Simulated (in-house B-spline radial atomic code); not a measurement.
# One electron outside the [Kr] 4d10 core: Te5+

Computed with a B-spline radial code for spherical atoms, no-pair Dirac-Coulomb Hamiltonian, finite nucleus. Rungs: frozen-core Dirac-Hartree-Fock (DHF); Brueckner orbitals from the second-order correlation potential; the same with the Coulomb interaction screened by the core and the hole-particle interaction summed; Breit and QED terms from differences of relaxed Dirac-Fock atoms, where computed. Partial waves beyond l = 6 are extrapolated. The tables show a selection of states; those near core-excited levels, with erratic corrections or far from their DHF start are never shown.

Command:
```bash
python run_mb.py task.json out
```
Settings (nuclear radius in fm, box in bohr, cutoff in hartree):
```
basis_form          2
Z                   52
core_configuration  [Kr] 4d10
rms_radius          4.7423
mass_number         130
speed_of_light      137.036
box_radius          40.2
lmax                6
intervals           67
virtual_cutoff      5408.0
```

Run time, properties included: 4.9 min on 1 thread of Arm Neoverse N1, with other jobs on the host.

Removal energies (eV):

```json
{"state": "5s1/2", "DHF": "68.8826", "second order": "71.1421", "screened": "70.6926", "Breit + QED": "-0.0621", "final": "70.6305"}
{"state": "5p1/2", "DHF": "57.6273", "second order": "59.4365", "screened": "59.1093", "Breit + QED": "-0.0428", "final": "59.0665"}
{"state": "5p3/2", "DHF": "56.2353", "second order": "57.9298", "screened": "57.6271", "Breit + QED": "-0.0256", "final": "57.6015"}
{"state": "5d3/2", "DHF": "40.3241", "second order": "41.2587", "screened": "41.1248", "Breit + QED": "-0.00516", "final": "41.1197"}
{"state": "5d5/2", "DHF": "40.1248", "second order": "41.0442", "screened": "40.9108", "Breit + QED": "-0.000236", "final": "40.9105"}
{"state": "4f5/2", "DHF": "36.0556", "second order": "37.7314", "screened": "37.5241", "Breit + QED": "-", "final": "-"}
{"state": "4f7/2", "DHF": "36.0761", "second order": "?", "screened": "?", "Breit + QED": "?", "final": "?"}
{"state": "6s1/2", "DHF": "35.551", "second order": "?", "screened": "?", "Breit + QED": "?", "final": "?"}
```

(1) What does correlation do to 6s1/2?

(2) What does correlation do to 4f7/2?

(3) How does the lowest state compare with the NIST ionisation energy?

Electric-dipole lines from 5s1/2 (reduced matrix elements in atomic units, length form, static core polarisation, sign of DHF taken positive):

```
upper    DHF  + core polarisation  + Brueckner  λ (nm)   A (s⁻¹)
5p1/2  1.568                1.342        1.315  107.22  1.42e+09
5p3/2  2.222                1.909        1.871   95.16  2.06e+09
```

Magnetic hyperfine constants per unit nuclear g factor (MHz, nucleus as a uniformly magnetised ball; they apply to isotopes with nuclear spin):

| state | DHF | + core polarisation | + Brueckner |
| --- | --- | --- | --- |
| 5s1/2 | 31580 | 34640 | 36620 |
| 5p1/2 | 7563 | 8220 | 8825 |
| 5p3/2 | 1152 | 1368 | 1471 |
| 6s1/2 | 10960 | 11960 | 12240 |

(4) What is the static scalar polarisability of 5s1/2?

Answers

(1) It adds 0.7107 eV to the removal energy in second order and 0.5654 eV with screening; Breit and QED add -0.0216 eV, for a final 36.0948 eV.

(2) It adds 1.652 eV to the removal energy in second order and 1.448 eV with screening, giving 37.5238 eV before Breit and QED terms, which weren't computed for this state.

(3) 5s1/2 is bound by 70.6 eV, without recoil; NIST lists 69.1 ± 2 eV (tabulated theory), a difference of +1.5 eV.

(4) 5.106 bohr³: 1.296 from the core and 3.811 from the valence electron, Pauli blocking included.
